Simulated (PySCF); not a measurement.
CHO, SMILES [O+]#C, charge +1.

Geometry: r2SCAN-D4/def2-TZVPD.

Two levels are set side by side: TDDFT-PBE/def2-TZVPD (PySCF) and EOM-CCSD/aug-cc-pVDZ (PySCF). Vertical, same geometry; the bases differ. Differences are taken from unrounded values.

| quantity | EOM-CCSD |
|---|---|
| lowest singlet excitation (eV) | 10.05 |
| lowest triplet excitation (TDA for PBE) (eV) | 7.89 |

### Question
What does TDDFT-PBE give, and how far is it from EOM-CCSD? (An estimate is asked for; the answer gives what the named calculation found.)

### Answer

```csv
quantity,TDDFT-PBE,TDDFT-PBE minus EOM-CCSD
lowest singlet excitation (eV),9.74,-0.30
lowest triplet excitation (TDA for PBE) (eV),7.88,-0.02
```

Functionals without exact exchange tend to place singlet excitations lower, as here. Differences between two approximate levels are no errors against the true value.

Rough cost on one machine, each run with all the roots and properties that it gave: EOM-CCSD against TDDFT-PBE about 3 times.
